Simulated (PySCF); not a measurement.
Bonds (- single, = double, # triple, : aromatic): Si1-C2, C2-Si3, Si3-N4, N4-Si5, N4-Si6. Si1 carries H7, H8, H9; C2 carries H10, H11; Si3 carries H12, H13; Si5 carries H14, H15, H16; Si6 carries H17, H18, H19.

Theoretical values (PySCF 2.14): GFN2-xTB structure, shieldings: GIAO PBE0/pcSseg-1. Single conformer, isolated molecule, averaged over atoms made equivalent by symmetry, fast rotation or ring inversion, no relativistic terms.

Shifts are taken against calculated references (same method and geometry level): 13C and 1H and 29Si against TMS; 15N vs NH3.

```
                  atoms  nucleus  count  Hirshfeld charge  δ (ppm)
                     C2      13C      1             -0.24     -9.6
                H10/H11       1H      2              0.04        ?
                     N4      15N      1             -0.35        ?
                Si5/Si6     29Si      2              0.35    -47.4
H14/H15/H16/H17/H18/H19       1H      6             -0.08        ?
               H7/H8/H9       1H      3             -0.08     4.00
                    Si3     29Si      1              0.36    -25.5
                H12/H13       1H      2             -0.08     4.94
                    Si1     29Si      1              0.32    -78.6
```

Question: Fill in the missing shifts.

Answer: 
- H14/H15/H16/H17/H18/H19: 4.79 ppm, hydrogen on a silicon bonded to N
- H10/H11: 0.39 ppm, hydrogen on an sp3 CH2 bonded to 2 Si; an electropositive neighbour shields it, as in TMS itself
- N4: -11.7 ppm, nitrogen bonded to 3 Si

Shifts are as computed. Against solution values, carbons near 30 ppm lie about +3 ppm off and those near 130 ppm about +5 ppm. Of 1211 compounds with measured shifts, 218 miss one by over three times the rms of a fit or turn the order of signals round; such compounds aren't used in these exercises. Experimental scales use liquid or dissolved standards, which lie at an offset from isolated NH3 (liquid NH3: subtract about 20 ppm).
